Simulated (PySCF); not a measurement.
# Löwdin shares of the frontier orbitals

Compound: C3H10N2Si.
Cartesian coordinates in Å at the GFN2-xTB level; atoms count from 1:
```xyz
16
C3H10N2Si angstrom
C      2.7159   -0.1574    0.2594
C      1.6633    0.2942   -0.4001
C      0.4702   -0.5139   -0.7527
Si    -0.9826   -0.1295    0.4378
N     -2.3717   -0.8424   -0.3001
N     -1.4322    1.5257    0.6271
H      3.5480    0.4751    0.5187
H      2.7876   -1.1889    0.5644
H      1.6185    1.3374   -0.6896
H      0.1634   -0.2922   -1.7755
H      0.7154   -1.5742   -0.7012
H     -0.6167   -0.5697    1.7910
H     -2.3152   -1.8080   -0.5797
H     -3.2608   -0.6716    0.1406
H     -1.9789    1.9533   -0.1031
H     -0.7317    2.1711    0.9515
```

Computed with TDDFT wB97X-D/def2-SVPD, vertical, gas phase, core orbitals frozen in the response (PySCF).

Frontier orbitals with the atoms that hold most of them (Löwdin shares over 4%, at most four atoms; ? is withheld):

```json
{"orbital": "HOMO-3", "ε (eV)": "-11.47", "atoms": "C2 21%, C3 20%, C1 15%, H9 8%"}
{"orbital": "HOMO-2", "ε (eV)": "-9.60", "atoms": "N6 44%, C2 15%, C1 13%, Si4 7%"}
{"orbital": "HOMO-1", "ε (eV)": "-9.43", "atoms": "?"}
{"orbital": "HOMO", "ε (eV)": "-8.63", "atoms": "?"}
{"orbital": "LUMO", "ε (eV)": "2.05", "atoms": "C1 25%, C2 24%, Si4 9%, C3 8%"}
{"orbital": "LUMO+1", "ε (eV)": "2.22", "atoms": "Si4 35%, H13 13%, H14 12%, N5 11%"}
{"orbital": "LUMO+2", "ε (eV)": "2.73", "atoms": "C2 20%, C1 16%, H9 10%, H16 8%"}
```

**Question.** Which atoms hold the HOMO-1, and with what shares?

**Answer.** N5 (bonded to Si and 2 H) 61%; Si4 (bonded to C, 2 N and H) 11%; N6 (bonded to Si and 2 H) 9%; H13 (bonded to N) 6%. By element: nitrogen 70%, silicon 11%, hydrogen 6% or more.

**Question.** Give the leading atoms of the HOMO.

**Answer.** C1 (bonded to C and 2 H) 24%; C2 (bonded to 2 C and H) 18%; C3 (bonded to C, Si and 2 H) 17%; N6 (bonded to Si and 2 H) 13%. By element: carbon 59%, nitrogen 13% or more.

**Question.** The HOMO–LUMO gap is 10.68 eV. Where does the response calculation put the lowest singlet, and from which orbitals?

**Answer.** S1 is at 6.53 eV (f = 0.104), 4.15 eV below the gap, made of HOMO→LUMO (86%). 

Next come S2 at 6.90 eV (f 0.031), HOMO-1→LUMO+1 (46%), HOMO→LUMO+1 (32%); S3 at 6.98 eV (f 0.232), HOMO-1→LUMO+1 (26%), HOMO→LUMO+2 (23%), HOMO→LUMO+1 (20%); S4 at 7.16 eV (f 0.040), HOMO→LUMO+2 (36%), HOMO→LUMO+3 (28%), HOMO-2→LUMO (15%); S5 at 7.30 eV (f 0.048), HOMO→LUMO+1 (26%), HOMO→LUMO+2 (23%), HOMO-1→LUMO+1 (11%).

Löwdin shares depend on the basis, the more so with diffuse functions.

Hardware: x86-64 server, one thread, shared host. Cost: 62 s.

One conformer stands for the species.
